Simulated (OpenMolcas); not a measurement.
BBrCl2 (bromodichloroborane): name the method

BBrCl2: 4 atoms, total charge 0, spin state singlet. SMILES: `ClB(Cl)Br`. The coordinates come from a PBE0-D4/def2-TZVP relaxation.

```xyz
4

Cl    0.5821    0.6660    1.5108
B     0.0372   -0.0381    0.0221
Cl    0.4443   -1.6792   -0.3656
Br   -1.0081    0.9911   -1.1876
```

Orbital energies are those of the mean-field step.

A calculation with OpenMolcas 26.06 gave:

| Property | Result |
| --- | --- |
| total energy | -3478.3184 Eh |
| dipole moment | 0.71 D |
| HOMO energy | -9.78 eV |
| LUMO energy | 4.65 eV |
| HOMO–LUMO gap | 14.44 eV |
| largest force | 2.365 eV/Å |

Q: Which of these levels gave the numbers?
A. HF/STO-3G
B. revPBE/cc-pVDZ
C. CCSD(T)/cc-pVDZ
D. BHLYP/cc-pVDZ

A: A. The others give -3519.4860 Eh (BHLYP/cc-pVDZ), -3519.1074 Eh (revPBE/cc-pVDZ), -3516.7235 Eh (CCSD(T)/cc-pVDZ).
